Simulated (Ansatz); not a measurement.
Coupled-cluster diagnostics for Si(vinyl)3(NEt2) (C10H19NSi), Ansatz.

Geometry of the singlet (r2SCAN-D4/def2-SVP):

```xyz
31

Si   -0.371   -0.876    0.051
C    -2.221   -0.947    0.346
C    -3.070   -1.684   -0.387
H    -2.637   -0.397    1.205
H    -2.728   -2.271   -1.249
H    -4.143   -1.737   -0.164
C     0.056   -1.805   -1.522
C     1.034   -2.721   -1.622
H    -0.494   -1.545   -2.441
H     1.635   -3.017   -0.752
H     1.289   -3.210   -2.571
C     0.509   -1.707    1.490
C     1.191   -1.024    2.423
H     0.434   -2.800    1.605
H     1.294    0.068    2.361
H     1.673   -1.513    3.279
N     0.107    0.795   -0.074
C     1.484    1.123   -0.428
C     1.663    1.548   -1.884
C    -0.773    1.927    0.174
C    -0.690    2.470    1.601
H     2.121    0.243   -0.228
H     1.866    1.919    0.244
H     1.368    0.731   -2.561
H     1.047    2.429   -2.127
H     2.713    1.808   -2.093
H    -0.541    2.737   -0.544
H    -1.814    1.632   -0.046
H    -1.002    1.702    2.328
H     0.339    2.771    1.854
H    -1.338    3.352    1.731
```

Correlated methods freeze 16 core orbitals.

Estimate the CCSD(T) correlation energy, the shares of MP2 and (T), T1 and the reference's ⟨S²⟩ for: charge 0, singlet, own geometry in def2-SVP; and the rough time on 2 threads of AMD EPYC 7R13 on a shared host and a share (18 GiB) of an NVIDIA H100 80GB HBM3.


| state | basis | correlation (eV) | MP2 share (%) | (T) share (%) | T1 | ⟨S²⟩ (pure) | wall time | remarks |
| --- | --- | --- | --- | --- | --- | --- | --- | --- |
| charge 0, singlet, own geometry | def2-SVP | -50.004 | 89.2 | 3.5 | 0.011 | 0.00 (0.00) | 19 s | restricted SCF unstable |
Customary marks for T1 are 0.02 (closed shells), 0.045 (open shells) and about 0.05 (3d metals). T1 stays under 0.02 throughout.
